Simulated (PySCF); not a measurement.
This script is equivalent to a calculation on N (nitrogen, neutral).

```python
from pyscf import gto, scf, dft, mp, cc
import basis_set_exchange as bse
mol = gto.M(atom="N 0 0 0", charge=0, spin=3, symmetry="D2h",
            basis=gto.basis.parse(bse.get_basis("def2-TZVPPD", elements=["N"], fmt="nwchem")))
mf = dft.UKS(mol, xc="PBE")
mf.irrep_nelec = {'Ag': (2, 2), 'B1u': (1, 0), 'B2u': (1, 0), 'B3u': (1, 0)}
mf.kernel()
```

What total energy does it give?

-54.532 hartree (calculated).

Which occupied shell lies highest, and where?

2p α, at -8.234 eV.

What is ⟨S²⟩, and what would a pure spin state give?

3.753, against 3.75.
